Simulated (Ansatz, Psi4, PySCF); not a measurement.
C₅H₄N, charge -1, singlet, at a GFN2-xTB geometry (in this run its highest filled SCF level lies above zero, so its values depend strongly on the basis, on diffuse functions most of all). Base run: CCSD(T)/STO-3G (PySCF).

Here is a job for PySCF.
```python
from pyscf import gto, scf, cc

mol = gto.M(
    atom='''
N    -0.002571    0.000163    1.383954
C     0.002860   -0.000181   -1.539953
C     0.014409    1.124398    0.663539
C    -0.016874   -1.124242    0.663746
C    -0.014810   -1.159869   -0.712972
C     0.017459    1.159701   -0.713185
H     0.026070    2.042966    1.265087
H    -0.030770   -2.042668    1.265462
H    -0.027651   -2.146913   -1.192443
H     0.032081    2.146632   -1.192837
''',
    basis='sto-3g',
    charge=-1,
    spin=0,
    verbose=3,
)

mf = scf.RHF(mol)
mf.kernel()

mycc = cc.CCSD(mf)
mycc.kernel()
et = mycc.ccsd_t()
print('E(CCSD(T)) = %.10f' % (mycc.e_tot + et))
```

The same geometry, method and basis name were run in Ansatz (a quantum-chemistry and plane-wave program) and Psi4 and PySCF, at each program's defaults and at the settings that a row names. The base is PySCF at its defaults. Differences at the defaults can come from grids, fitting, cores and function types together.

```
code and settings                                                                 ΔE vs base (µEh)  basis functions      E (Eh)  SCF cycles
--------------------------------------------------------------------------------  ----------------  ---------------  ----------  ----------
PySCF, defaults (exact integrals, spherical functions, all electrons correlated)               0.0               34  -243.24911          11
Psi4, defaults (exact integrals, spherical functions, all electrons correlated)                0.0               34  -243.24911          12
Ansatz, defaults (factorised integrals, spherical functions, frozen core)                     2141               34  -243.24697           -
PySCF, frozen core                                                                            2125               34  -243.24698          11
Psi4, exact integrals, spherical functions, frozen core                                       2125               34  -243.24698          12
Ansatz, high accuracy, frozen core                                                            2125               34  -243.24698           -
```
